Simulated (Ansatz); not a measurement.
Computed with Ansatz on PBE0-D4/def2-TZVP structures; ΔE is electronic, products minus reactants. CCSD(T)/CBS is the MP2 limit (def2-TZVPP, def2-QZVPP) plus CCSD(T) − MP2 in def2-TZVPP, frozen cores. This one scheme is used for every species. DFT in def2-TZVPP. For Br outer-core shells are correlated without core-valence functions, which leaves a few kJ/mol of doubt a bond. Scalar relativity is left out up to krypton. Each species was taken in one conformer, which may not be the lowest.

`Cl[C@H](Br)[C@H](Cl)Br` + H₂O → `OC(Cl)Br` + `ClCBr`  (formal hydrolysis of a C–C bond)

| level | ΔE (kJ/mol) |
| --- | --- |
| PBE | -3.1 |
| revPBE | -10.7 |
| PBE0 | 2.7 |
| SCS-MP2/def2-QZVPP | 33.6 |

**Question.** What does CCSD(T)/CBS give? (Best estimate.)

**Answer.** Computed: +32.8 kJ/mol. The listed levels differ from it by -35.9, -43.5, -30.1, 0.8 kJ/mol.

Largest T1 diagnostic among the species: 0.009.

The D4 term adds +17.7 kJ/mol with B3LYP and +9.7 kJ/mol with PBE0; it sums over pairs of atoms, weighted by their polarisabilities, and B3LYP, whose exchange is more repulsive, gets the larger term. Leaving LDA and LC-ωPBE aside and taking each functional with its dispersion term where it has one, the values, not all of them listed here, spread over 14.8 kJ/mol, from r2SCAN-D4 to PBE-QIDH. LDA lies +14.0 kJ/mol from PBE without D4. In def2-TZVPP, CCSD(T) changes the Hartree–Fock value by +35.8 kJ/mol (the triples alone add +3.8 kJ/mol) and MP2 by +50.8 kJ/mol.

B3LYP here is the variant with VWN-RPA as its local correlation; programs differ in this.
